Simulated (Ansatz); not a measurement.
Gas-phase electronic energies from Ansatz, PBE0-D4/def2-TZVP geometries. CCSD(T)/CBS is the MP2 limit (def2-TZVPP, def2-QZVPP) plus CCSD(T) − MP2 in def2-TZVPP, frozen cores. DFT in def2-TZVPP. For Ge, Se outer-core shells are correlated without core-valence functions, which leaves a few kJ/mol of doubt a bond. Scalar relativity is left out up to krypton. Each species was taken in one conformer, which may not be the lowest.

`[CH3][GeH2][Se]C` + `[CH3][GeH]([F])[Cl]` → `C[Se][Ge]([CH3])([F])[Cl]` + `[CH3][GeH3]`  (formal exchange of groups at the Se–Ge bond)

`[CH3][GeH2][Se]C`:

```xyz
12

C    -1.712    0.468    0.520
Ge   -0.517   -1.075    0.555
Se    1.722   -0.414    0.835
C     1.906    0.518   -0.876
H    -1.459    1.125   -0.313
H    -2.746    0.138    0.401
H    -1.620    1.028    1.451
H    -0.633   -1.865   -0.766
H    -0.826   -1.996    1.747
H     2.941    0.849   -0.937
H     1.694   -0.160   -1.701
H     1.249    1.385   -0.916
```

`[CH3][GeH]([F])[Cl]`:

Cartesian coordinates in Å:
```
C -0.698 0.518 0.637
Ge 0.659 -0.378 -0.395
F 1.153 0.700 -1.661
Cl -0.184 -2.083 -1.383
H -1.071 -0.145 1.418
H -0.281 1.417 1.093
H -1.521 0.795 -0.022
H 1.942 -0.825 0.314
```

`C[Se][Ge]([CH3])([F])[Cl]`:

```xyz
12

C    -0.015    1.992   -1.061
Se    1.564    0.846   -0.883
Ge    0.680   -0.546    0.759
C    -0.643   -1.859    0.252
F     2.045   -1.399    1.404
Cl   -0.117    0.634    2.374
H     0.279    2.788   -1.743
H    -0.277    2.416   -0.094
H    -0.850    1.441   -1.485
H    -0.920   -2.439    1.132
H    -1.526   -1.358   -0.145
H    -0.221   -2.515   -0.510
```

`[CH3][GeH3]`:

Z-matrix (Å, degrees):
```
C
Ge 1 1.953
H 1 1.091 2 110.3
H 1 1.090 2 110.3 3 120.0
H 1 1.090 2 110.3 3 -120.0
H 2 1.539 1 110.4 3 -59.8
H 2 1.539 1 110.4 3 60.2
H 2 1.539 1 110.4 3 -179.8
```

| level | ΔE (kcal/mol) |
| --- | --- |
| CAM-B3LYP-D4 | -1.3 |
| B2PLYP | -0.8 |
| PBE0 | -0.6 |
| BHLYP | -0.1 |
| CCSD/def2-SVP | -1.3 |
| HF/def2-QZVPP | 1.0 |
| HF/CBS(def2) | 1.0 |
| MP2/CBS(def2) | -1.0 |

Question: What does CCSD(T)/CBS give? (Estimate.)

Answer: Ansatz gave: -0.9 kcal/mol. The listed levels differ from it by -0.4, 0.1, 0.3, 0.8, -0.4, 1.9, 1.9, -0.1 kcal/mol.

Largest T1 diagnostic among the species: 0.011.

In def2-TZVPP, CCSD(T) changes the Hartree–Fock value by −1.9 kcal/mol (the triples alone add −0.4 kcal/mol) and MP2 by −2.0 kcal/mol. Leaving LDA and LC-ωPBE aside and taking each functional with its dispersion term where it has one, the values, not all of them listed here, spread over 1.8 kcal/mol, from BLYP-D4 to PBE-QIDH. At CCSD(T), def2-SVP lies −0.7 kcal/mol from the extrapolated value and def2-TZVPP −0.1 kcal/mol.
